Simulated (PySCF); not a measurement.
Electron correlation in Hf²⁺ (hafnium, charge +2)

[Xe] 4f14 5d1 6p1, one real determinant (an excited configuration). Calculation: PySCF 2.14, in def2-QZVPPD with the def2 core potential (60 electrons); scalar relativity through the core potential. Frozen: 5s2 5p6; 2 electrons correlated.

With two correlated electrons CCSD is exact within the correlated space (frozen core and kept virtual orbitals).

```json
{"level": "CCSD", "correlation energy (mhartree)": "-5.60"}
```

Diagnostics: T1 = 0.0079, D1 = 0.0114, largest double amplitude 0.208.

Question: Is a single reference adequate?

Answer: Not fully. The real determinant used has ⟨L²⟩ near 8 against 12 for a pure F term, so it mixes terms. Spin-orbit coupling, absent here, splits the open shell strongly. A double-excitation amplitude exceeds 0.15, a sign of near-degeneracy.

The reference is one real determinant that mixes LS terms of this configuration.
